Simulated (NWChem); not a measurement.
# BeBr₂; SMILES [Br][Be][Br]

```xyz
3

Be     0.0000     0.0000     0.0000
Br     1.4375     0.3209    -1.2823
Br    -1.4375    -0.3209     1.2823
```
Atoms are numbered in this order, from 1.

Computed with NWChem. Pople sets run with spherical d functions. STO-3G and 3-21G are far too small for this property and stand as cheap habits. Geometry: optimised at PBE0/def2-SVP. GIAO values for the isolated, static molecule; σ is the absolute isotropic shielding. Spin-orbit effects, on the heavy nuclei and on their neighbours, are missing.

```tsv
level	σ Be1 (ppm)	σ Br2 (ppm)
KT2/pcSseg-1	93.0	2663.3
Hartree-Fock/STO-3G	100.8	3179.6
BHandHLYP/pcSseg-1	93.4	…
Hartree-Fock/6-31G*	102.3	2860.3
```

Question: Fill in the missing entries.

Answer: 
- BHandHLYP/pcSseg-1, σ Br2 (ppm): 2719.0
